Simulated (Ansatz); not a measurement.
Calculated with Ansatz (gas phase, PBE0-D4/def2-TZVP geometries, no zero-point term in ΔE). CCSD(T)/CBS adds triple-zeta CCSD(T) − MP2 to the extrapolated MP2 energy (def2 sets, frozen cores). This one scheme is used for every species. Functionals use def2-TZVPP. B3LYP here is the variant with VWN-RPA as its local correlation; programs differ in this. For Ge outer-core shells are correlated without core-valence functions, which leaves a few kJ/mol of doubt a bond. Scalar relativity is left out up to krypton.

Consider the ligand exchange at a Ge–S bond: `C[S][GeH]` + `O[SiH3]` → `[SiH3][O][GeH]` + CH₃SH.

Q: Is it downhill or uphill in electronic energy at CCSD(T)/CBS, and by how much? (An estimate is asked.)

A: Computed: Uphill: ΔE = +33.8 kJ/mol.

Q: What do these levels give: revPBE-D4, B3LYP-D4, r2SCANh-D4, r2SCAN0-D4, B2PLYP, BLYP, RPA@PBE/def2-TZVPP, HF/def2-SVP, MP2/def2-SVP, CCSD/def2-SVP, CCSD/def2-TZVPP, HF/CBS(def2)? (An estimate is asked.)

A: Computed: revPBE-D4 42.8, B3LYP-D4 31.2, r2SCANh-D4 40.0, r2SCAN0-D4 39.5, B2PLYP 29.0, BLYP 31.0, RPA@PBE/def2-TZVPP 22.0, HF/def2-SVP 11.0, MP2/def2-SVP 21.0, CCSD/def2-SVP 16.0, CCSD/def2-TZVPP 24.0, HF/CBS(def2) 10.9 kJ/mol.

Q: What do rigid-rotor, harmonic-oscillator terms from PBE0-D4/def2-TZVP frequencies (298.15 K, 1 bar) make of the CCSD(T)/CBS value? (Estimate.)

A: Computed: ΔZPE = -6.7 kJ/mol, ΔH = +27.7 kJ/mol, ΔS = 5 J/(mol·K), ΔG = +26.3 kJ/mol.

Largest T1 diagnostic among the species: 0.015.

At CCSD(T), def2-SVP lies −14.7 kJ/mol from the extrapolated value and def2-TZVPP −5.9 kJ/mol. In def2-TZVPP, CCSD(T) changes the Hartree–Fock value by +14.5 kJ/mol (the triples alone add +4.0 kJ/mol) and MP2 by +18.4 kJ/mol. Leaving LDA and LC-ωPBE aside and taking each functional with its dispersion term where it has one, the values, not all of them listed here, spread over 21.4 kJ/mol, from CAM-B3LYP-D4 to PBE-D4. LDA lies +6.1 kJ/mol from PBE without D4.
